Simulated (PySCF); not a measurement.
The third ionisation energy along the second row

All values are computed (PySCF 2.14, energy differences of UHF-based or UKS calculations, no spin-orbit coupling). Values in eV. The last column holds reference values (NIST; (s) semi-empirical, (t) theoretical, else measured). Unmarked ones compare directly (S terms, centres of terms, or small fine structure); those marked * lie between the lowest fine-structure levels and include a spin-orbit shift.

| element | configurations | LDA | PBE | PBE0 | MP2 (valence) | SCS-MP2 (valence) | CCSD (valence) | reference |
| --- | --- | --- | --- | --- | --- | --- | --- | --- |
| B (aug-cc-pVTZ with one added diffuse shell each of s, p, d, f type, non-relativistic) | [He] 2s1 → 1s2 | 37.892 | 38.282 | 38.223 | n/a | n/a | n/a | 37.931 |
| C (aug-cc-pVTZ with one added diffuse shell each of s, p, d, f type, non-relativistic) | [He] 2s2 → [He] 2s1 | 46.947 | 47.104 | 47.042 | 46.961 | 47.196 | 47.772 | 47.888 |
| N (aug-cc-pVTZ with one added diffuse shell each of s, p, d, f type, non-relativistic) | [He] 2s2 2p1 → [He] 2s2 | 47.834 | 47.985 | 47.971 | 47.453 | 47.404 | 47.209 | 47.445 (s) * |
| O (aug-cc-pVTZ with one added diffuse shell each of s, p, d, f type, non-relativistic) | [He] 2s2 2p2 → [He] 2s2 2p1 | 55.389 | 55.240 | 55.277 | 54.967 | 54.823 | 54.753 | 54.936 (s) * |
| Ne (aug-cc-pVTZ with one added diffuse shell each of s, p, d, f type, non-relativistic) | [He] 2s2 2p4 → [He] 2s2 2p3 | 63.614 | 63.877 | 63.733 | 63.031 | 63.135 | 63.064 | 63.423 * |

Task: Fill in the row of F (aug-cc-pVTZ with one added diffuse shell each of s, p, d, f type, non-relativistic) ([He] 2s2 2p3 → [He] 2s2 2p2).

Result: LDA 63.156; PBE 62.833; PBE0 62.913; MP2 (valence) 62.826; SCS-MP2 (valence) 62.566; CCSD (valence) 62.604; reference 62.708 (s) * (eV).

"Valence" correlates the outer s and p shells and, in groups 3 to 12 and the f block, the outer d or f shell, open or full, or the next shell where the ion has no valence electron left; the wider scheme adds the next inner shell.
